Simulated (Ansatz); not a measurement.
Cost and result for the atomization energy of `F[SiH]1C=NC1` (9 atoms, 9 bonds).

```xyz
9

F     1.9033   -1.2584   -0.5849
Si    0.7940   -0.5065    0.2841
C     0.3734    1.2834    0.0088
N    -0.8725    1.0479   -0.2003
C    -0.9924   -0.4358   -0.2921
H     1.0413   -0.8898    1.6988
H     0.7431    2.3043    0.0805
H    -1.1878   -0.7260   -1.3261
H    -1.8024   -0.8189    0.3313
```

Charge 0, multiplicity 1. All single points use the PBE0-D4/def2-TZVP geometry. Program: Ansatz. All runs use 2 threads of an Arm Neoverse V1 on a shared host. Times are those of one run each, without the atoms' runs, and a repeat can differ threefold. Electronic energies, without spin–orbit coupling; frozen cores. CCSD(T)/CBS adds CCSD(T) − MP2 in def2-TZVPP to the MP2 limit, and its time is that of the two runs behind it. T1 = 0.013; the RHF reference is unstable towards UHF. B3LYP takes the VWN-RPA correlation (the form of Gaussian; ORCA's B3LYP/G).

CCSD(T)/CBS is a level of theory with its own doubt, some kJ/mol a heavy atom from the limit and from the frozen cores, so smaller differences don't rank the functionals.

| level | functions | wall time |
| --- | --- | --- |
| PBE0-D4/def2-TZVPP | 222 | 4 s |
| BHLYP-D4/def2-TZVPP | 222 | 4.4 s |
| B3LYP-D4/def2-TZVPP (with forces) | 222 | 6.5 s |
| CCSD(T)/def2-SVP | 94 | 6.5 s |
| r2SCAN-D4/def2-TZVPP (with forces) | 222 | 7.5 s |
| r2SCANh-D4/def2-TZVPP | 222 | 8 s |
| B2PLYP/def2-TZVPP | 222 | 8.5 s |
| PBE-QIDH/def2-TZVPP | 222 | 9 s |
| ωB97X-V/def2-TZVPP | 222 | 12 s |
| ωB97M-V/def2-TZVPP (with forces) | 222 | 19 s |
| MP2/def2-QZVPP | 418 | 34 s |
| CCSD(T)/def2-TZVPP | 222 | 2.7 min |
| CCSD(T)/CBS(def2) | – | 3.2 min |

(1) What atomization energy does each give, and how far from CCSD(T)/CBS? (Best estimate.)

Answers

(1) Ansatz gave: 
```
                             level  atomization (kcal/mol)  difference from CCSD(T)/CBS  per bond
                PBE0-D4/def2-TZVPP                   860.0                          2.8       0.3
               BHLYP-D4/def2-TZVPP                   824.2                        -33.0      -3.7
 B3LYP-D4/def2-TZVPP (with forces)                   856.3                         -0.9      -0.1
                  CCSD(T)/def2-SVP                   798.9                        -58.3      -6.5
r2SCAN-D4/def2-TZVPP (with forces)                   857.3                          0.1       0.0
             r2SCANh-D4/def2-TZVPP                   849.8                         -7.4      -0.8
                 B2PLYP/def2-TZVPP                   848.8                         -8.4      -0.9
               PBE-QIDH/def2-TZVPP                   851.2                         -6.0      -0.7
                ωB97X-V/def2-TZVPP                   861.6                          4.4       0.5
  ωB97M-V/def2-TZVPP (with forces)                   861.0                          3.8       0.4
                    MP2/def2-QZVPP                   868.5                         11.3       1.3
                CCSD(T)/def2-TZVPP                   831.0                        -26.2      -2.9
                 CCSD(T)/CBS(def2)                   857.2                          0.0       0.0
```

From r2SCAN to r2SCAN0 (25 % exact exchange), in def2-TZVPP and without D4, the atomization energy moves by −18.4 kcal/mol: exact exchange takes away binding that semilocal exchange gives to molecules. At CCSD(T), def2-SVP lies −58.2 kcal/mol from the extrapolated value and def2-TZVPP −26.2 kcal/mol: correlation converges slowly with the basis, and small sets miss more of it in the bonded molecule than in its fragments. The D4 term adds +7.0 kcal/mol with B3LYP and +3.6 kcal/mol with PBE0; it sums over pairs of atoms, weighted by their polarisabilities, and B3LYP, whose exchange is more repulsive, gets the larger term.
